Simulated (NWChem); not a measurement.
Species: In, doublet

Computed with NWChem. Spin-unrestricted. The open p shell is one determinant without spherical averaging. No stability test was run on the SCF state. def2 effective core potentials on In; no spin-orbit coupling. Total energies compare along this basis series because the functional is fixed.

```csv
level,basis functions,energy (Ha),highest occupied level (eV),"lowest empty minus highest occupied level, either spin (eV)"
UHF/def2-SVP,26,-189.2063,-5.43,5.92
UHF/def2-SVPD,32,-189.2068,-5.46,5.96
UHF/def2-TZVP,50,-189.2100,-5.47,5.81
UHF/def2-TZVPD,56,-189.2101,-5.48,5.81
UHF/def2-TZVPP,50,-189.2100,-5.47,5.81
UHF/def2-QZVP,82,-189.2107,-5.49,5.77
```
